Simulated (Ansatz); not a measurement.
Ga(F)(Br)(Me) (CH₃BrFGa), SMILES [CH3][Ga]([F])[Br].

Geometry: B3LYP-D3(BJ)/def2-SVP.

Two levels are set side by side: PBE/def2-SVPD (Ansatz, a first-principles code) and CAM-B3LYP/def2-SVPD (Ansatz). Energy differences of separate SCF runs at the same geometry; the states with an electron removed or added have multiplicity 2 and 2. Differences are taken from unrounded values.

| quantity | CAM-B3LYP |
|---|---|
| vertical ionisation energy (eV) | 10.99 |
| vertical singlet–triplet gap (eV) | 5.91 |

Q: What does PBE give, and how far is it from CAM-B3LYP? (Estimate from the structure and the level; the computed values follow.)

A: 
```csv
quantity,PBE,PBE minus CAM-B3LYP
vertical ionisation energy (eV),10.48,-0.51
vertical singlet–triplet gap (eV),5.30,-0.62
```
